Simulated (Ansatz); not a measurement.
Complex (SMILES): [H][H] (H2) with [SiH3][SiH3] (Si2H6), atoms 1 to 2 the first; geometry from B3LYP-D3(BJ)/def2-TZVP, monomers rigid:
```xyz
10

H      0.3397     0.0222     0.2902
H      0.6122     0.2666    -0.3576
Si     0.3200    -3.2284    -1.0917
Si     1.0226    -2.2141    -3.0850
H      0.1535    -4.6882    -1.2985
H      1.3218    -3.0132    -0.0199
H     -0.9775    -2.6616    -0.6511
H      1.2073    -0.7551    -2.8941
H      2.3113    -2.7989    -3.5296
H      0.0137    -2.4266    -4.1514
```

Basis-set convergence of the uncorrected interaction energy at CCSD(T) with Ansatz (a first-principles code). Cartesian d functions, on some or all atoms, in 6-31G*, 6-31+G*, 6-31G**, 6-311G**, 6-311+G**; all else is spherical. Cores are frozen. No added dispersion term, no relativity. Functions are those of the species that has most. Reference: the counterpoise-corrected one, Hartree-Fock in aug-cc-pV(Q+d)Z plus the correlation part extrapolated as X^-3 from aug-cc-pV(T+d)Z and aug-cc-pV(Q+d)Z, -0.51 kcal/mol. Deviations are taken from unrounded values.

```csv
basis,functions
STO-3G,26
3-21G,42
6-31G,42
6-31G*,54
6-31+G*,62
6-31G**,78
6-311G**,102
6-311+G**,110
"6-311++G(2d,2p)",150
"6-311++G(3df,3pd)",238
```

Question: Which is the smallest Pople set listed that can be trusted to 0.1 kcal/mol here, that is, within that of the reference together with its larger relatives (same family, alike in diffuse functions; a set with none to test it counts only in the reference's own line)?

Answer: Of the sets listed that have larger relatives (same family, alike in diffuse functions), none stays within 0.1 kcal/mol of the reference together with them. Inside, with no larger relative to test it: 6-311++G(3df,3pd). Value minus reference: STO-3G 0.73, 3-21G 0.30, 6-31G 0.52, 6-31G* 0.54, 6-31+G* 0.61, 6-31G** 0.34, 6-311G** 0.30, 6-311+G** 0.26, 6-311++G(2d,2p) 0.19, 6-311++G(3df,3pd) -0.02 kcal/mol.
